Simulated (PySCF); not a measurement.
## Electron correlation in Ar²⁺ (argon, charge +2)

[Ne] 3s2 3p4, high-spin 3P determinant. Calculation: PySCF 2.14, in 6-31G* (4s3p1d, 18 functions); no relativity, point nucleus. Frozen: [Ne]; 6 electrons correlated.

MP2 pair energies summed by pair of shells (mhartree):

| pair | energy | share (%) |
| --- | --- | --- |
| 3p-3p | -44.21 | 49.6 |
| 3s-3p | -38.12 | 42.7 |
| 3s-3s | -6.87 | 7.7 |

Total MP2 correlation energy: -89.19 mhartree.

Same-spin part -21.49 and opposite-spin part -67.70 mhartree; SCS-MP2 scales them by 1/3 and 6/5 to -88.40 mhartree.

| level | correlation energy (mhartree) |
| --- | --- |
| CCSD | -108.45 |
| (T) | -1.01 |
| CCSD(T) | -109.46 |

Diagnostics: T1 = 0.0055, D1 = 0.0187, largest double amplitude 0.050.

Cost of the coupled-cluster step: 0.15 s of wall time on 1 thread of Intel(R) Xeon(R) Platinum 8375C CPU @ 2.90GHz (shared host), for 6 correlated electrons.
